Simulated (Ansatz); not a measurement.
Two isomers of C3H10OSi: A = `CC(C)(O)[SiH3]`, B = `CO[SiH](C)C`.

Program: Ansatz. Geometries: PBE0-D4/def2-TZVP. ΔE: electronic, gas phase. CBS: MP2 limit from def2 TZ/QZ plus the TZ coupled-cluster correction, frozen cores. Functionals use def2-TZVPP. B3LYP here is the variant with VWN-RPA as its local correlation; programs differ in this. One conformer a species, not always the lowest.

**Question.** Which is lower in electronic energy at CCSD(T)/CBS, and by how much? (Estimate.)

**Answer.** Computed: B, by 179.2 kJ/mol.

**Question.** Give E(B) − E(A) in kJ/mol with r2SCAN-D4, B3LYP, ωB97M-V, B2PLYP, LDA (SPW92), HF/def2-TZVPP, BLYP-D4. (Best estimate.)

**Answer.** Computed: r2SCAN-D4 -185.5, B3LYP -189.7, ωB97M-V -181.7, B2PLYP -187.6, LDA (SPW92) -161.6, HF/def2-TZVPP -198.7, BLYP-D4 -179.7. None reverses the order clearly.

**Question.** Does the order hold for the free energy at 298.15 K (harmonic terms from PBE0-D4)? (Estimate.)

**Answer.** Ansatz gave: Yes: G(B) − G(A) = -177.3 kJ/mol, for one conformer each.

Largest T1 diagnostic: 0.010.

From BLYP to BHLYP (50 % exact exchange), in def2-TZVPP and without D4, E(B) − E(A) moves by −6.6 kJ/mol. Leaving LDA and LC-ωPBE aside and taking each functional with its dispersion term where it has one, the values, not all of them listed here, spread over 23.9 kJ/mol, from BHLYP-D4 to revPBE-D4. LDA lies +12.8 kJ/mol from PBE without D4.
